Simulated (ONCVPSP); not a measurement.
**Potentials for F compared**

Generated with ld1.x 7.5 (TM, RRKJ, ultrasoft, PAW), atompaw 4.2 or ONCVPSP 4.0.1. The cutoff is in Ry: for ld1.x and atompaw files where the sum of valence levels is converged to 10 mRy in a Bessel basis, for ONCV files where the hardest occupied wave has 1 mHa per electron of residual kinetic energy. The error is the largest all-electron minus pseudo excitation energy over each file’s own four to seven test configurations (ionisations up to +4, promotions, holes and added fractions of an electron), all of which were solved. The labels leave out finer settings (local radius, basis sizes, second energies), which also bear on the numbers. Spin-polarised tests are not counted. The rows are a selection from randomly drawn settings: files with unsolved tests, undetermined cutoffs or missed reference levels are left out.

| potential | cutoff (Ry) | largest error (meV) | bound ghosts |
| --- | --- | --- | --- |
| ONCV, PBE, non-relativistic, rc 0.55/1.85 (sp), local smoothed, core correction yes, reference 2s2 2p4.75, qcut 12/9.1, projectors 1/3 | 980 | +490 | none |
| ONCV, LDA (Perdew-Wang 92), non-relativistic, rc 0.40/1.15 (sp), local smoothed, core correction no, reference 1s2 2s2 2p5, qcut 38.5/10.2, projectors 2/2 | 1071 | +460 | none |
| ONCV, PBE, scalar-relativistic, rc 0.60/1.35/1.40 (spd), local s, core correction no, reference 2s2 2p4.75, qcut 9.2/10.2/7.5, projectors 0/1/2 | 178 | +126 | none |
| ONCV, BLYP, scalar-relativistic, rc 0.75/1.55/1.50 (spd), local s, core correction no, reference 2s2 2p5, qcut 7.2/7.6/6.5, projectors 0/3/2 | 420 | +2346 | none |
| ONCV, LDA (Perdew-Zunger), scalar-relativistic, rc 0.75/1.60 (sp), local s, core correction yes, reference 2s2 2p5, qcut 11.2/6.8, projectors 0/2 | 104 | +2993 | none |

**Question.** Fill in the row for F: ONCV, PBEsol, scalar-relativistic, rc 0.80/1.00/1.00 (spd), local smoothed, core correction yes, reference 2s2 2p4.75, qcut 8.3/15.9/10, projectors 2/2/1.

**Answer.** cutoff 247 Ry, largest error +28 meV, bound ghosts: none.

**Question.** Fill in the row for F: ONCV, PBE, scalar-relativistic, rc 0.70/1.65 (sp), local smoothed, core correction yes, reference 2s2 2p5, qcut 10.5/10.3, projectors 1/1.

**Answer.** cutoff 110 Ry, largest error +993 meV, bound ghosts: none.

**Question.** Fill in the row for F: ONCV, LDA (Perdew-Zunger), scalar-relativistic, rc 0.65/0.90 (sp), local smoothed, core correction yes, reference 2s2 2p5, qcut 9.3/7.2, projectors 2/2.

**Answer.** cutoff 637 Ry, largest error +408 meV, bound ghosts: none.
